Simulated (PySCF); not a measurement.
## Nuclear quadrupole coupling in `CO[SiH2]O[SiH2]OC`

Compound: C2H10O3Si2.
SMILES with atom numbers: `[CH3:1][O:2][SiH2:3][O:4][SiH2:5][O:6][CH3:7]` (hydrogens: H8, H9, H10 on C1; H11, H12 on Si3; H13, H14 on Si5; H15, H16, H17 on C7)

Cartesian coordinates in Å at the GFN2-xTB level; atoms count from 1:
```
atom  x, y, z in Å
C1     1.8543    1.0465   -0.5182
O2     1.5312    0.7345    0.8062
Si3    1.1806   -0.7030    1.4650
O4     0.0191   -1.5016    0.6638
Si5   -1.1483   -1.5873   -0.4580
O6    -1.5446   -0.1402   -1.0677
C7    -1.8863    1.0402   -0.4000
H8     1.8112    2.1315   -0.6282
H9     1.1475    0.5819   -1.2105
H10    2.8626    0.7019   -0.7598
H11    0.6675   -0.2617    2.7492
H12    2.2980   -1.6409    1.4485
H13   -2.2437   -2.2395    0.2514
H14   -0.6251   -2.2211   -1.6550
H15   -1.8740    1.8529   -1.1283
H16   -2.8859    0.9605    0.0339
H17   -1.1715    1.2573    0.3978
```

Field gradients from the PBE0/pcSseg-1 density (PySCF, non-relativistic), principal values in atomic units, ordered |Vxx| ≤ |Vyy| ≤ |Vzz|:

```
atom      Vxx      Vyy     Vzz
  O2  -0.6089  -1.0958  1.7047
  O4  -0.3359  -0.6372  0.9731
  O6  -0.6098  -1.0970  1.7068
```

Task: Find the asymmetry η = (Vxx − Vyy)/Vzz and the couplings χ = eQV/h (234.96 MHz × Q in barn × V in au), with Q(17O) = −0.0256 b.

Result: 
| atom | environment | nucleus | η | χzz (MHz) | χxx (MHz) | χyy (MHz) |
| --- | --- | --- | --- | --- | --- | --- |
| O2 | silyl ether oxygen | 17O | 0.29 | -10.25 | 3.66 | 6.59 |
| O4 | siloxane oxygen | 17O | 0.31 | -5.85 | 2.02 | 3.83 |
| O6 | silyl ether oxygen | 17O | 0.29 | -10.27 | 3.67 | 6.60 |

Task: What is Vzz at O6 in SI units (1 au = 9.71736 × 10²¹ V/m²)?

Result: 1.7068 au = 16.585 × 10²¹ V/m².

Were the hydrogens deuterons (Q(2H) = 0.00286 b), χzz would run from 108 kHz (H13 and H12) to 202 kHz (H15 and H8).

The structure is a single GFN2-xTB conformer in the gas phase; no vibrational or solvent corrections. GFN2-xTB bond lengths can be off by several hundredths of an ångström, more for odd bonds, and the gradients follow them. With a basis this small, the couplings can be 20 % off.

The run behind these numbers computed NMR shieldings as well. On one thread, Intel Xeon Platinum 8259CL at 2.50 GHz (x86_64), shared host with 96 logical CPUs at a one-minute load of 24, this took 52 s of wall time (grids of density and orbitals included) and 0.83 GiB of memory at its peak.
